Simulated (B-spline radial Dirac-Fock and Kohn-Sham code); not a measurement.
# Kohn-Sham estimates against Dirac-Fock for the levels of Tm⁶³⁺

System: Tm⁶³⁺, configuration [He] 2s2 2p2.

The density-functional columns are spherical, spin-unpolarised Dirac-Kohn-Sham results without Breit or QED terms: −ε is minus the orbital energy of the initial state and ΔSCF the difference of two total energies. The reference in the last column comes from ΔSCF Dirac-Fock with Breit, self-energy and vacuum polarisation, finite nucleus, configuration average. All numbers are from a radial atomic solver, in eV; a selection of levels is shown. The Kohn-Sham columns are given as differences from the reference. For the 1s level of heavy atoms much of the gap between ΔSCF and the reference is the Breit and QED part, -248.1 eV here; for other levels the error of the functional can be larger.

```
level  LDA −ε − DF  LDA ΔSCF − DF  Dirac-Fock
   1s       -312.2         +260.9     66194.8
   2s       -109.9          +31.5     15922.2
   2p       -150.1          +11.7     14988.4
```

Values without a named source are computed, but for edge energies of neutral atoms, which are taken from tables.
